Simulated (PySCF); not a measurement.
C3H11NOSi2.
Cartesian coordinates in Å at the GFN2-xTB level; atoms count from 1:
```
atom  x, y, z in Å
C1    -1.7589   -1.1639   -0.9703
C2    -1.6195   -0.2278   -0.0429
C3    -2.8099    0.3091    0.6893
Si4    0.0259    0.5630    0.4338
N5     1.3255   -0.4197   -0.1361
Si6    3.0111   -0.0230   -0.2005
O7     3.3532    1.0637    0.9504
H8    -0.9194   -1.5595   -1.5183
H9    -2.7220   -1.5807   -1.2295
H10   -2.8747    1.3876    0.5532
H11   -2.7066    0.1223    1.7572
H12   -3.7357   -0.1465    0.3416
H13    0.0923    1.9253   -0.1132
H14    0.1204    0.6395    1.9049
H15    1.0643   -1.2410   -0.6533
H16    3.7196   -1.2894   -0.0035
H17    3.4023    0.6954   -1.4063
H18    3.0232    0.9519    1.8374
```

The closed-shell ground state was solved at several levels (PySCF, density fitting, gas phase, non-relativistic).

| level | basis functions | HOMO (eV) | LUMO (eV) | gap (eV) | dipole (D) |
| --- | --- | --- | --- | --- | --- |
| PBE0/pcSseg-1 | 188 | -7.37 | -0.17 | 7.20 | 2.04 |
| B3LYP/def2-SVPD | 239 | -7.17 | -0.48 | 6.69 | 1.98 |

Task: Estimate the row for PBE0/def2-SVPD, a basis of 239 functions; the other rows only guide the guess.

Result: HOMO -7.39 eV, LUMO -0.27 eV, gap 7.12 eV, dipole 2.00 D.

Task: Over all these levels, which gives the widest orbital gap and which the narrowest?

Result: PBE0/pcSseg-1 (global hybrid, 25 % exact exchange) has the widest, 7.20 eV, and B3LYP/def2-SVPD (global hybrid, 20 % exact exchange) the narrowest, 6.69 eV. Functional and basis both differ between the two, so the spread mixes both effects.

Task: How far do the dipole and the HOMO energy spread over the levels?

Result: The dipole runs from 1.98 to 2.04 D (mean 2.01 D) and the HOMO from -7.39 to -7.17 eV.

One conformer stands for the species.
